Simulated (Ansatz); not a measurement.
Consider the atomization: `[SiH3]N1CSC1` → 2 C• + 7 H• + N• + S• + Si•.

Gas-phase electronic energies from Ansatz, PBE0-D4/def2-TZVP geometries. CCSD(T)/CBS is the MP2 limit (def2-TZVPP, def2-QZVPP) plus CCSD(T) − MP2 in def2-TZVPP, frozen cores. This one scheme is used for every species, atoms too. Functionals use def2-TZVPP. B3LYP here is the variant with VWN-RPA as its local correlation; programs differ in this. No spin–orbit coupling; open shells (•) take unrestricted orbitals. Spin–orbit coupling would lower the free atoms: a little for C, S, Si.

CCSD(T)/CBS gives +1003.0 kcal/mol.

**Question.** Another level gave +1024.1 kcal/mol. Which?
A. PBE-D4/def2-TZVPP
B. B2PLYP/def2-TZVPP
C. B3LYP-D4/def2-TZVPP
D. B3LYP/def2-TZVPP

**Answer.** A. PBE-D4 1024.1, B3LYP-D4 1004.5, B2PLYP 990.4, B3LYP 993.1 kcal/mol.

Largest T1 diagnostic among the species: 0.012.

The D4 term adds +11.5 kcal/mol with B3LYP and +6.0 kcal/mol with PBE0; it sums over pairs of atoms, weighted by their polarisabilities, and B3LYP, whose exchange is more repulsive, gets the larger term. From PBE to PBE0 (25 % exact exchange), in def2-TZVPP and without D4, ΔE moves by −15.1 kcal/mol: exact exchange takes away binding that semilocal exchange gives to molecules. In def2-TZVPP, CCSD(T) changes the Hartree–Fock value by +264.5 kcal/mol (the triples alone add +16.1 kcal/mol) and MP2 by +276.6 kcal/mol; breaking electron pairs costs correlation energy, which Hartree–Fock lacks.

For atomizations the MP2-based limit and the directly extrapolated one differ by several kJ/mol either way, and by 10 to 25 for some Ge, Se and Sn compounds, so smaller differences from it don't rank the levels.
